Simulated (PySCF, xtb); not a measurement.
Bond stretch in CF, doublet.

UCCSD(T) = PySCF with CCSD(T) on UHF/cc-pVTZ, 2 core orbitals frozen; GFN1-xTB (xtb); UKS-wB97X-V = unrestricted wB97X-V/cc-pVTZ (PySCF); UCCSD = CCSD on UHF/cc-pVTZ, 2 core orbitals frozen (PySCF); UHF/LANL2DZ = unrestricted Hartree-Fock/LANL2DZ (PySCF).

Energies are in kcal/mol, each relative to the lowest point of its own curve near equilibrium.

```tsv
R / Å	UCCSD(T)	GFN1-xTB	UKS-wB97X-V	UCCSD	UHF/LANL2DZ
1.02	70.1	72.6	68.9	68.6	94.9
1.09	30.7	30.2	29.9	29.6	47.5
1.15	12.1	11.0	11.6	11.4	23.3
1.19	5.2	4.2	4.8	4.7	13.1
1.22	2.1	1.4	1.8	1.8	7.8
1.27	0.0	0.0	0.0	0.0	2.3
1.31	0.5	1.2	0.7	0.7	0.4
1.34	1.8	3.0	2.1	2.2	0.0
1.38	4.5	6.4	5.0	5.2	0.7
1.45	11.1	14.4	11.9	12.2	4.2
1.59	28.0	34.0	29.7	30.0	16.8
1.71	43.8	52.0	46.5	46.5	30.0
```

The scan ran from 1.02 to 5.09 Å; beyond the distances shown one of the unrestricted levels run for this scan, shown here or not, changes its spin distribution in one step.
